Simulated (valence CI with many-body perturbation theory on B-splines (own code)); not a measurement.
Results of a calculation; reference values are marked as such.
Tl LXXV: magnetic and hyperfine properties of the levels

Method: relativistic CI+MBPT: five valence electrons over a frozen Dirac-Fock core [He], radial functions for each j: 9 s, 9 p, 8 d, 6 f, 3 g, 1 h, with the one-electron correlation potential Σ1 (screened to all orders), the two-electron term Σ2, the three-electron term Σ3, Breit, model QED; selected single and double excitations, second order for the rest (own B-spline code, finite nucleus).

The last digits are not significant, and no measured levels were compared; by estimate large intervals hold to a few tenths of a per cent, small ones and those within an open d or f shell to about a per cent. Among the levels kept, up to 1200 cm⁻¹ of a level comes from second order outside the variational space, and about a tenth of that is noise between levels of different J, which matters for small intervals.

A/g_I is the dipole constant over the nuclear g factor μ/I (μ in nuclear magnetons, uniformly magnetised nucleus), B/Q the quadrupole constant per barn. Both hold the static response of the core; the bare values leave it out. Large factors of s and p1/2 electrons are usually good to 5 to 10 %; those of open d and f shells near neutrality can be off by tens of per cent, and small factors of p3/2, d and f electrons come from cancelling terms and can be off by a factor of two or in sign, in half-filled shells by more. B is blank for J = 1/2, where it vanishes, and for nearly pure S terms. Energies count from the lowest level.

Levels are named by their leading jj configuration (3d3/2^4 stands for four electrons in 3d with j = 3/2), which in mixed levels can hold well under half, so a name can repeat and another be missing. Letters in brackets count levels of one name in rising energy.

```
                             Level  E (eV)      g  A/g_I (MHz)  A/g_I bare  B/Q (MHz/b)  B/Q bare
        (2s^2 2p1/2^2 2p3/2) J=3/2       0  1.301      1110000     1130000      2200000   2200000
        (2s^2 2p1/2 2p3/2^2) J=3/2    2125  1.427     -1000000     -964000        91100     91200
        (2s^2 2p1/2 2p3/2^2) J=5/2    2148  1.153      3240000     3250000        -5410     -5420
        (2s^2 2p1/2 2p3/2^2) J=1/2    2210  0.604     1.17e+07    1.17e+07                       
        (2s 2p1/2^2 2p3/2^2) J=5/2    2527  1.430      7890000     7840000       216000    216000
        (2s 2p1/2^2 2p3/2^2) J=1/2    2648  1.972     3.50e+07    3.47e+07                       
        (2s 2p1/2^2 2p3/2^2) J=3/2    2649  1.161     -5700000    -5580000      -183000   -183000
              (2s^2 2p3/2^3) J=3/2    4341  1.281      1140000     1160000     -2300000  -2300000
      (2s 2p1/2 2p3/2^3) J=3/2 [a]    4685  1.583      7980000     7930000     -1750000  -1760000
          (2s 2p1/2 2p3/2^3) J=5/2    4727  1.275     1.01e+07    10000000     -2460000  -2470000
          (2s 2p1/2 2p3/2^3) J=1/2    4805  1.329    -1.38e+07   -1.36e+07                       
      (2s 2p1/2 2p3/2^3) J=3/2 [b]    4812  0.993       159000      217000      -763000   -765000
           (2p1/2^2 2p3/2^3) J=3/2    5254  1.291      1070000     1110000     -2240000  -2240000
                (2s 2p3/2^4) J=1/2    6952  1.887     3.53e+07    3.49e+07                       
             (2p1/2 2p3/2^4) J=1/2    7414  0.604     1.18e+07    1.17e+07                       
           (2s^2 2p1/2^2 3s) J=1/2   10552  1.983     1.01e+07    1.00e+07                       
        (2s^2 2p1/2^2 3p1/2) J=1/2   10674  0.640      3500000     3490000                       
        (2s^2 2p1/2^2 3p3/2) J=3/2   11318  1.317       328000      337000       675000    676000
        (2s^2 2p1/2^2 3d3/2) J=3/2   11418  0.779       190000      190000       120000    121000
        (2s^2 2p1/2^2 3d5/2) J=5/2   11588  1.184        67700       67700       121000    121000
   (2s^2 2p1/2 2p3/2 3s) J=3/2 [a]   12698  1.646      1940000     1940000      1430000   1430000
       (2s^2 2p1/2 2p3/2 3s) J=1/2   12710  1.287     -5430000    -5360000                       
       (2s^2 2p1/2 2p3/2 3s) J=5/2   12718  1.295      5070000     5060000      2170000   2170000
   (2s^2 2p1/2 2p3/2 3s) J=3/2 [b]   12726  0.940      2950000     2970000      1260000   1260000
    (2s^2 2p1/2 2p3/2 3p1/2) J=1/2   12819  1.725     -3220000    -3160000                       
(2s^2 2p1/2 2p3/2 3p1/2) J=3/2 [a]   12825  1.116      2290000     2310000       446000    447000
    (2s^2 2p1/2 2p3/2 3p1/2) J=5/2   12838  1.030      3740000     3750000      2160000   2160000
(2s^2 2p1/2 2p3/2 3p1/2) J=3/2 [b]   12888  1.292      1720000     1740000      2200000   2200000
       (2s 2p1/2^2 2p3/2 3s) J=5/2   13054  1.574      9690000     9630000      2220000   2220000
   (2s 2p1/2^2 2p3/2 3s) J=3/2 [a]   13087  1.407     1.09e+07    1.08e+07      1200000   1210000
       (2s 2p1/2^2 2p3/2 3s) J=1/2   13163  0.823    -1.32e+07   -1.30e+07                       
   (2s 2p1/2^2 2p3/2 3s) J=3/2 [b]   13174  1.365     -2940000    -2860000      1600000   1600000
(2s 2p1/2^2 2p3/2 3p1/2) J=3/2 [a]   13187  1.640     1.09e+07    1.08e+07      1530000   1530000
    (2s 2p1/2^2 2p3/2 3p1/2) J=5/2   13187  1.311      8390000     8340000      2180000   2180000
    (2s 2p1/2^2 2p3/2 3p1/2) J=1/2   13285  1.258    -1.10e+07   -1.08e+07                       
(2s 2p1/2^2 2p3/2 3p1/2) J=3/2 [b]   13286  0.955     -3840000    -3760000      1250000   1250000
(2s^2 2p1/2 2p3/2 3p3/2) J=5/2 [a]   13452  1.400      -774000     -751000      2350000   2350000
(2s^2 2p1/2 2p3/2 3p3/2) J=1/2 [a]   13456  1.548     -3030000    -2990000                       
(2s^2 2p1/2 2p3/2 3p3/2) J=3/2 [a]   13462  1.109      3820000     3820000     -1400000  -1400000
    (2s^2 2p1/2 2p3/2 3p3/2) J=7/2   13468  1.206      2310000     2320000      2860000   2870000
```

Task: Take the isotope of mass number 205, with I = 1/2, μ = 1.632 μN. What is the hyperfine structure of (2s^2 2p1/2 2p3/2^2) J=5/2?

Result: From the table A = 1.06e+07 MHz. Shifts from the centre of gravity in MHz: F = 2: -1.86e+07, F = 3: 1.32e+07.
